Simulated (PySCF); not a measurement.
HBeFS (SMILES [F][Be][SH]), singlet, geometry from GFN2-xTB (such geometries of metal compounds can be far from the true shape). Base run: HF/cc-pVDZ, TDA run with PySCF.

The PySCF input:
```python
from pyscf import gto, scf, tdscf

mol = gto.M(
    atom='''
Be   -0.19378566    0.26092117   -0.59978916
F    -0.62158271    0.96319449   -1.70069751
S     0.35490341   -0.49897120    1.06114908
H     0.69093246   -1.72889590    0.72704890
''',
    basis='cc-pvdz',
    verbose=4,
)

mf = scf.RHF(mol)
mf.kernel()
td = mf.TDA()
td.nstates = 5
td.kernel()
td.analyze()
```

Each row names what was changed in the base input (with any setting that the change needs).

```json
[
 {"change": "base", "first excitation (eV)": "6.68", "oscillator strength of the first": "0.000", "second (eV)": "7.05", "core-seconds (rough)": "2"},
 {"change": "functional = wb97x", "first excitation (eV)": "6.25", "oscillator strength of the first": "0.002", "second (eV)": "6.58", "core-seconds (rough)": "30"},
 {"change": "basis = aug-cc-pVDZ", "first excitation (eV)": "(withheld)", "oscillator strength of the first": "(withheld)", "second (eV)": "(withheld)", "core-seconds (rough)": "10"},
 {"change": "basis = 6-31G*", "first excitation (eV)": "6.78", "oscillator strength of the first": "0.007", "second (eV)": "7.55", "core-seconds (rough)": "2"},
 {"change": "nstates = 15", "first excitation (eV)": "6.68", "oscillator strength of the first": "0.000", "second (eV)": "7.05", "core-seconds (rough)": "3"},
 {"change": "functional = camb3lyp", "first excitation (eV)": "(withheld)", "oscillator strength of the first": "(withheld)", "second (eV)": "(withheld)", "core-seconds (rough)": "20"},
 {"change": "functional = b3lyp", "first excitation (eV)": "5.74", "oscillator strength of the first": "0.007", "second (eV)": "5.99", "core-seconds (rough)": "20"},
 {"change": "nstates = 10", "first excitation (eV)": "6.68", "oscillator strength of the first": "0.000", "second (eV)": "7.05", "core-seconds (rough)": "3"},
 {"change": "functional = blyp", "first excitation (eV)": "5.40", "oscillator strength of the first": "0.012", "second (eV)": "5.62", "core-seconds (rough)": "10"},
 {"change": "basis = 6-31+G*", "first excitation (eV)": "(withheld)", "oscillator strength of the first": "(withheld)", "second (eV)": "(withheld)", "core-seconds (rough)": "4"},
 {"change": "functional = m062x", "first excitation (eV)": "5.82", "oscillator strength of the first": "0.004", "second (eV)": "6.22", "core-seconds (rough)": "40"}
]
```

**Question.** What belongs in the gaps?

**Answer.** 
- basis = aug-cc-pVDZ, first excitation (eV): 6.43
- basis = aug-cc-pVDZ, oscillator strength of the first: 0.017
- basis = aug-cc-pVDZ, second (eV): 6.67
- functional = camb3lyp, first excitation (eV): 5.95
- functional = camb3lyp, oscillator strength of the first: 0.003
- functional = camb3lyp, second (eV): 6.23
- basis = 6-31+G*, first excitation (eV): 6.50
- basis = 6-31+G*, oscillator strength of the first: 0.052
- basis = 6-31+G*, second (eV): 6.72

An iterative solver can miss low states, so a row lists the states that it found.
